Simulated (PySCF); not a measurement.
AlClH2OS, SMILES [OH][Al]([SH])[Cl]. Atoms are numbered in the order given.

```xyz
6

Al     0.3491     0.0288     0.0000
Cl    -0.7167     1.8398     0.0000
O      2.0425    -0.0211     0.0000
H      2.6407     0.7316     0.0000
S     -0.7343    -1.8526     0.0000
H      0.4142    -2.5723     0.0000
```

Geometry optimised at B3LYP-D3(BJ)/def2-SVP. Other conformers were not sampled.

Calculation: PBE0/pcSseg-1 (PySCF).

GIAO shieldings, no solvent; atoms alike by connectivity are averaged. δ = σ(ref) − σ: ³⁵Cl against HCl (σ = 945.9 ppm); ¹⁷O against H2O (σ = 334.2 ppm); ¹H against TMS (σ = 31.56 ppm); ³³S against H2S (σ = 716.7 ppm), references at their B3LYP-D3(BJ)/def2-TZVP geometries, non-relativistic (without spin–orbit terms, shifts of atoms bonded to Cl or Br come out too high).

Computed chemical shifts:
```
nucleus  atoms  count  δ (ppm)
-------  -----  -----  -------
³⁵Cl       Cl2      1     -0.3
¹⁷O         O3      1     51.2
¹H          H4      1     2.61
¹H          H6      1     1.05
³³S         S5      1    -57.6
```
